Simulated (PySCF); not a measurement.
C₄H₄ClF, SMILES C(=C(C)Cl)=CF.

Geometry: B3LYP-D3(BJ)/def2-SVP. This is a generated structure with no PubChem entry under its InChIKey; it may be hypothetical.

Level of theory: TDDFT-PBE/def2-SVPD (PySCF 2.14.0).

Vertical excitations. Gas-phase values at a fixed geometry.

Question: List the lowest excited states. (The exact figures need the calculation; the answer reports its results.)

Answer: 
```tsv
state	energy (eV)	λ (nm)	f	main pairs
S1	4.94	251	0.001	HOMO−1→LUMO 54 %, HOMO→LUMO+1 44 %
S2	5.03	247	0.000	HOMO→LUMO+1 50 %, HOMO−1→LUMO 41 %
S3	5.53	224	0.003	HOMO→LUMO 49 %, HOMO−1→LUMO+1 40 %
S4	5.95	208	0.001	HOMO−2→LUMO 97 %
S5	6.11	203	0.025	HOMO−2→LUMO+1 91 %
S6	6.38	194	0.493	HOMO−1→LUMO+1 35 %, HOMO→LUMO 23 %, HOMO−1→LUMO+3 10 %, HOMO−3→LUMO 10 %
S7	6.61	188	0.030	HOMO→LUMO+2 92 %
S8	6.66	186	0.018	HOMO−1→LUMO+2 98 %
S9	6.98	178	0.001	HOMO−3→LUMO+1 82 %
S10	7.15	173	0.006	HOMO→LUMO+3 83 %, HOMO−3→LUMO+1 13 %
T1	4.05	306	0	HOMO→LUMO 77 %, HOMO−1→LUMO+1 18 %
T2	4.20	295	0	HOMO−1→LUMO+1 73 %, HOMO→LUMO 16 %
T3	4.55	272	0	HOMO→LUMO+1 58 %, HOMO−1→LUMO 33 %
T4	4.65	267	0	HOMO−1→LUMO 61 %, HOMO→LUMO+1 37 %
```
Triplets are in the Tamm–Dancoff approximation, which puts them higher than full response would, so one can lie above its singlet here.
